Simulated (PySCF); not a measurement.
Harmonic spectrum computed at B3LYP in the def2-SVP basis family (core potentials from Rb on, PySCF, no spin–orbit coupling):

```tsv
ω (cm⁻¹)	IR (km/mol, summed over degenerate members)	degeneracy
108	0.0	2
146	6.7	1
194	0.8	1
668	185	2
```

**Question.** Which molecule gave it? In each, all ligands are bound to the one heavy central atom.
A. CI₃ (doublet)
B. BiI₃ (singlet)
C. YI₃ (singlet)
D. BI₃ (singlet)
E. GaI₃ (singlet)

**Answer.** A. It has C3v symmetry with C–I 2.101 Å (×3).
